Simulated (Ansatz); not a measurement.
Consider the isomerisation: `CC1=C[CH]1[SnH3]` → `C=[CH][SnH2][CH]=C`.

Gas-phase electronic energies from Ansatz, PBE0-D4/def2-TZVP geometries. CBS: MP2 limit from def2 TZ/QZ plus the TZ coupled-cluster correction, frozen cores. Functionals use def2-TZVPP. Elements past krypton have def2 core potentials. For Sn outer-core shells are correlated without core-valence functions, which leaves a few kJ/mol of doubt a bond. One conformer a species, not always the lowest.

`CC1=C[CH]1[SnH3]`:

Cartesian coordinates in Å:
```
C 1.777 0.654 -0.978
C 1.034 -0.042 0.074
C 0.832 -0.378 1.301
C -0.184 -0.891 0.316
Sn -2.167 -0.073 0.199
H 2.640 1.188 -0.577
H 2.121 -0.057 -1.736
H 1.124 1.369 -1.489
H 1.108 -0.343 2.341
H -0.132 -1.946 0.031
H -2.896 -0.369 -1.324
H -2.063 1.620 0.442
H -3.195 -0.733 1.401
```

`C=[CH][SnH2][CH]=C`:

Cartesian coordinates in Å:
```
C 0.876 -0.181 2.084
C -0.356 -0.602 1.822
Sn -1.232 -0.388 -0.105
C 0.020 0.894 -1.248
C 0.740 0.466 -2.278
H 1.499 0.289 1.327
H 1.323 -0.288 3.069
H -0.933 -1.065 2.620
H -2.808 0.263 0.048
H -1.319 -1.895 -0.912
H 0.082 1.944 -0.970
H 1.384 1.133 -2.848
H 0.723 -0.569 -2.609
```

Question: Is it downhill or uphill in electronic energy at CCSD(T)/CBS, and by how much? (An estimate is asked.)

Answer: Computed: Downhill: ΔE = -1.32 eV.

Question: What do these levels give: PBE-D4, ωB97M-V, B2PLYP, r2SCAN, SCS-MP2/def2-QZVPP, HF/CBS(def2)? (An estimate is asked.)

Answer: Ansatz gave: PBE-D4 -0.98, ωB97M-V -1.17, B2PLYP -1.25, r2SCAN -1.07, SCS-MP2/def2-QZVPP -1.25, HF/CBS(def2) -1.44 eV.

Largest T1 diagnostic among the species: 0.013.

In def2-TZVPP, CCSD(T) changes the Hartree–Fock value by +0.12 eV (the triples alone add −0.00 eV) and MP2 by +0.27 eV.
